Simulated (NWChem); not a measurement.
SiOH, doublet; SMILES O=[SiH]

Program: NWChem. Pople sets run with spherical d functions. Spin-unrestricted. In the optimisation the excess spin sits in a' (Cs, its own frame). The geometry was optimised at PBE0/def2-SVP, spin-unrestricted. No stability test was run on the SCF state. Vertical excitations in the gas phase; the lowest state need not have the same character in each row. Excited states of an open shell can be spin-contaminated.

| level | lowest excitation (eV) | oscillator strength of that lowest state | lowest empty minus highest occupied level, either spin (eV) |
|---|---|---|---|
| PBE/6-31G*, TDA | 2.79 | 0.012 | 1.33 |
| B3LYP/6-31G*, TDA | 2.94 | 0.009 | 2.97 |
| LDA (Slater exchange, VWN5)/6-31G*, TDA | 2.72 | 0.012 | 1.04 |
| LRC-wPBEh/6-31G*, TDA | 2.94 | 0.013 | 7.14 |
